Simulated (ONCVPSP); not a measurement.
## Transferability test, ONCV potential for I

iodine (I), optimised norm-conserving Vanderbilt (ONCV), made with ONCVPSP 4.0.1 (LDA (Perdew-Wang 92), scalar-relativistic). Core [Kr], reference 4d10 5s2 5p5. Waves: 5s: rc 1.45 bohr, ncon 4, nbas 8, qcut 4.1 1/bohr, 2 projectors, debl 0.3 Ha; 5p: rc 2.20 bohr, ncon 4, nbas 8, qcut 3.7 1/bohr, 2 projectors, debl 3.2 Ha; 4d: rc 1.05 bohr, ncon 5, nbas 10, qcut 14.5 1/bohr, 2 projectors, debl 0.5 Ha. Local part: polynomial inside 0.95 bohr (lpopt 2, dvloc0 4 Ha). Core correction: Teter function fitted to the true core (icmod 2), fcfact 0.7.

In the s channel the program set the typed energies aside and used -0.649, 0.250 Ha. In the d channel the program set the typed energies aside and used -1.850, 0.250 Ha.

Energies are relative to the spin-unpolarised reference configuration 4d10 5s2 5p5; without spin polarisation the order of configurations can differ from experiment.

**Question.** Give the all-electron excitation energy and the error of the potential for: 4d10 5s2 5p4; 4d10 5s2 5p3; 4d10 5s2 5p2; 4d10 5s1 5p6.

**Answer.**

```json
{"valence configuration": "4d10 5s2 5p4", "charge": "+1", "ΔE all-electron (eV)": "11.300", "error AE − PS (meV)": "-2.7"}
{"valence configuration": "4d10 5s2 5p3", "charge": "+2", "ΔE all-electron (eV)": "31.359", "error AE − PS (meV)": "-7.0"}
{"valence configuration": "4d10 5s2 5p2", "charge": "+3", "ΔE all-electron (eV)": "60.970", "error AE − PS (meV)": "-14"}
{"valence configuration": "4d10 5s1 5p6", "charge": "0", "ΔE all-electron (eV)": "10.515", "error AE − PS (meV)": "+1.8"}
```

Levels in the configuration 4d10 5s2 5p3:

```json
{"level": "4d", "all-electron (eV)": "-70.669", "pseudo (eV)": "-70.577"}
{"level": "5s", "all-electron (eV)": "-36.322", "pseudo (eV)": "-36.313"}
{"level": "5p", "all-electron (eV)": "-24.725", "pseudo (eV)": "-24.723"}
```

Note: ghosts flagged at negative energy: s at -1038.1 eV, s at -46.8 eV; GHOST(+) flagged for p at 113.5 eV, s at 593.9 eV. A true bound ghost makes a file unfit for plane-wave use.
